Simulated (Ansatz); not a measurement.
Gas-phase electronic energies from Ansatz, PBE0-D4/def2-TZVP geometries. CCSD(T)/CBS adds triple-zeta CCSD(T) − MP2 to the extrapolated MP2 energy (def2 sets, frozen cores). DFT in def2-TZVPP. For Ge, Se outer-core shells are correlated without core-valence functions, which leaves a few kJ/mol of doubt a bond. Scalar relativity is left out up to krypton. One conformer a species, not always the lowest.

Consider the cleavage of the B–Ge bond: `FC[BH][GeH2][AlH2]` + `C[SeH]` → `C[Se]BCF` + `[AlH2][GeH3]`.

```csv
level,ΔE (kcal/mol)
r2SCAN-D4,-20.3
HF/def2-TZVPP,-20.4
MP2/def2-TZVPP,-21.7
HF/CBS(def2),-20.4
```

(1) What does CCSD(T)/CBS give? (Best estimate.)

Largest T1 diagnostic among the species: 0.013.

Answers

(1) The calculation gave: -20.3 kcal/mol. The listed levels differ from it by 0.0, -0.1, -1.4, -0.1 kcal/mol.
